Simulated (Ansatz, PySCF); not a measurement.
Molecule: MgH, net charge 0, doublet state. SMILES: [MgH]
Geometry: optimised at B3LYP-D3(BJ)/def2-TZVP (Ansatz, a quantum-chemistry and plane-wave program).

Unscaled harmonic wavenumbers (cm⁻¹) in rising order, each level at the stationary point that it reaches from this structure (no distance between atoms moves by over 0.3 Å); the order of modes can differ between levels, and a negative number is imaginary. B3LYP-D3(BJ)/def2-TZVP (PySCF, at the structure above): 1450.

HF/6-31G* (Ansatz): 1531. Zero-point energy 2.2 against 2.1 kcal/mol; where all levels lie over 400 cm⁻¹, the wavenumbers are on average 1.056 times those of B3LYP-D3(BJ)/def2-TZVP.

B3LYP/6-31G* (Ansatz): 1440. Zero-point energy 2.1 against 2.1 kcal/mol; where all levels lie over 400 cm⁻¹, the wavenumbers are on average 0.993 times those of B3LYP-D3(BJ)/def2-TZVP.
